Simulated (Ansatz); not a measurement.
Ideal-gas functions of FGeH₅OSi (`[F][GeH2][O][SiH3]`) at 600 K and 1 bar, from an Ansatz frequency run at PBE0-D4/def2-TZVP.

Molar mass 140.73 g/mol, point group C1 (symmetry number 1), electronic degeneracy 1, moments of inertia 61.59, 270.444, 313.366 u Å². Harmonic wavenumbers (cm⁻¹, unscaled): 33, 59, 100, 253, 531, 588, 650, 702, 722, 742, 801, 854, 951, 959, 984, 1039, 2190, 2211, 2218, 2236, 2240.

Use S(trans) = R[1.5 ln M + 2.5 ln T − 1.1517]; rotational temperatures θ = 24.2544 K / I; S(rot) = R[ln(√π/σ · √(T³/θAθBθC)) + 1.5]; for each mode x = 1.438777 ν̃/T, S = R[x/(eˣ − 1) − ln(1 − e⁻ˣ)] and H = RT x/(eˣ − 1); 1 cm⁻¹ = 0.0119627 kJ/mol; R = 8.31446 J/(mol·K).

**Question.** By hand: the entropy, in J/(mol·K).

**Answer.** Translation 185.1. Rotation: θ = 0.3938, 0.0897, 0.0774 K, giving 121.5. Vibration, mode by mode: 29.41, 24.58, 20.21, 12.60, 6.85, 6.11, 5.42, 4.90, 4.72, 4.54, 4.06, 3.67, 3.06, 3.01, 2.87, 2.59, 0.27, 0.26, 0.26, 0.25, 0.25, in all 139.9. Electronic 0.0. Sum 446.5 J/(mol·K).

**Question.** By hand: H − E and G − E in kJ/mol, counted from the electronic energy.

**Answer.** Zero-point energy ½ × 21063 × 0.0119627 = 126.0; thermal vibration 38.6; translation, rotation and pV give 4 RT = 20.0. H − E = 184.6 kJ/mol, and G − E = 184.6 − 600 × 446.5/1000 = -83.3 kJ/mol.

Vibration gives 31 % of the entropy, 74.2 J/(mol·K) of it from the modes under 150 cm⁻¹: soft modes count most, and the harmonic formula is weakest for them. The sum counts one conformer and one mirror image; others add a mixing term.
